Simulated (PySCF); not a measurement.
Atom-mapped SMILES (the numbers label the heavy atoms): `[N:1]#[C:2][Si@H:3]([SiH3:4])[O:5][SiH3:6]` (H(Xn): hydrogen on atom n).

Geometry: PBE0-D3(BJ)/def2-SVP; GIAO shifts from PySCF 2.14, gas phase, non-relativistic, averaged over equivalent atoms.

At PBE0/6-31G* (110 basis functions, 11 s wall time on 1 thread of an Arm Neoverse V2, shared host):
```json
{"atoms": "N1", "δ (ppm)": "321.8"}
{"atoms": "C2", "δ (ppm)": "113.2"}
{"atoms": "Si6", "δ (ppm)": "-5.5"}
{"atoms": "Si3", "δ (ppm)": "-21.0"}
{"atoms": "Si4", "δ (ppm)": "-71.5"}
{"atoms": "O5", "δ (ppm)": "-0.4"}
{"atoms": "H(Si3)", "δ (ppm)": "5.59"}
{"atoms": "H(Si6)", "δ (ppm)": "5.40"}
{"atoms": "H(Si4)", "δ (ppm)": "3.73"}
```

References, each an isolated molecule treated in the same way: NH3 for 15N (σref 259.38); 13C (σref 194.14), 29Si (σref 418.09), 1H (σref 31.96) vs TMS; H2O for 17O (σref 324.18).

Estimate the result of repeating the calculation with PBE0/def2-TZVP.

## Answers


```
 atoms  δ at PBE0/def2-TZVP  change
    N1                364.8   +43.0
    C2                125.9   +12.7
   Si6                -36.8   -31.3
   Si3                -40.8   -19.8
   Si4               -109.2   -37.7
    O5                 22.7   +23.1
H(Si3)                 5.69   +0.10
H(Si6)                 5.32   -0.08
H(Si4)                 3.86   +0.13
```

Referencing at the same level of theory: 15N (σref 265.93) against NH3; 13C (σref 186.65) and 29Si (σref 331.56) and 1H (σref 31.48) vs TMS; H2O for 17O (σref 332.57).

The largest change is at N1 (nitrile nitrogen). Cost: 246 basis functions, 36 s wall time on 1 thread of an Arm Neoverse V2, shared host.

Experimental scales use liquid or dissolved standards, which lie at an offset from isolated NH3 (liquid NH3: subtract about 20 ppm) and H2O (liquid H2O: subtract about 36 ppm). Unscaled 15N shifts of sp2 nitrogen often come out too high even then, by a few to some tens of ppm.
